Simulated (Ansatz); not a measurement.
Born–Oppenheimer molecular dynamics of CH₄BClO (8 atoms, charge 0, multiplicity 1). It goes on from the last frame of an earlier run, with new velocities.

The calculation used Ansatz 0.2.0, RKS PBE/6-31G*.

```json
{
 "ensemble": "NVT, Langevin thermostat",
 "time step": "0.5 fs",
 "steps asked": "166",
 "set temperature": "3000 K",
 "friction": "0.005 /fs",
 "seed": "347132"
}
```

First frame:

```xyz
8
Properties=species:S:1:pos:R:3
B 0.018 -0.186 -0.100
Cl -0.053 -0.495 1.705
C 1.390 0.033 -0.835
H 2.022 -0.778 -0.603
H 1.326 0.158 -1.911
H 1.928 0.844 -0.373
O -1.128 -0.128 -0.781
H -1.885 -0.252 -0.143
```

(1) How far do the bonds stretch over the last three quarters of this one trajectory? (Pairs bonded in most of those frames.)

Answers

(1) 
| bond | mean (Å) | spread (Å) | shortest | longest |
| --- | --- | --- | --- | --- |
| B1–Cl2 | 1.909 | 0.132 | 1.71 | 2.15 |
| B1–C3 | 1.648 | 0.108 | 1.45 | 1.79 |
| B1–O7 | 1.385 | 0.066 | 1.26 | 1.49 |
| C3–H4 | 1.128 | 0.069 | 0.99 | 1.26 |
| C3–H5 | 1.128 | 0.069 | 1.02 | 1.26 |
| C3–H6 | 1.122 | 0.071 | 1.01 | 1.24 |
| O7–H8 | 0.997 | 0.057 | 0.88 | 1.14 |

Mean temperature of the second half: 1893 K. The mean temperature of the second half is 37 % below the set value. A run of 0.083 ps of so small a system gives no equilibrium averages.

Run time: 5.6 min on 1 thread of Arm Neoverse V1, on a shared host, peak memory 0.12 GiB.
